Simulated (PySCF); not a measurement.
SMILES [NH]CC, doublet, PBE0/def2-SVP optimised geometry.

```
9

C     -0.27    -0.34    -1.26
C      0.26     0.32     0.00
N     -0.23    -0.30     1.19
H      0.12     0.15    -2.16
H     -1.37    -0.31    -1.28
H      0.03    -1.40    -1.28
H      1.37     0.32     0.00
H     -0.01     1.40     0.00
H      0.18     0.22     1.98
```

Density from unrestricted PBE0/def2-TZVP (PySCF) at that geometry.

Minimum of the electron density along straight lines between bonded atoms, close to the bond critical point (lines longer than 1.1 times the sum of covalent radii, or with two minima, are not listed):

| bond | length / Å | ρ at the minimum / e bohr⁻³ | ∇²ρ there / e bohr⁻⁵ | position (fraction from the first atom) |
|---|---|---|---|---|
| C1–C2 | 1.517 | 0.253 | ? | 0.49 |
| C2–N3 | 1.429 | 0.291 | -0.82 | 0.40 |
| C1–H4 | 1.101 | 0.271 | -0.91 | 0.64 |
| C1–H5 | 1.100 | 0.272 | -0.91 | 0.64 |
| C1–H6 | 1.100 | 0.272 | -0.91 | 0.64 |
| C2–H7 | 1.113 | 0.265 | -0.88 | 0.64 |
| C2–H8 | 1.113 | 0.265 | -0.88 | 0.64 |
| N3–H9 | 1.030 | ? | ? | 0.73 |

**Question.** Fill in the missing entries.

**Answer.** 
- C1–C2, ∇²ρ there / e bohr⁻⁵: -0.65
- N3–H9, ρ at the minimum / e bohr⁻³: 0.330
- N3–H9, ∇²ρ there / e bohr⁻⁵: -1.51
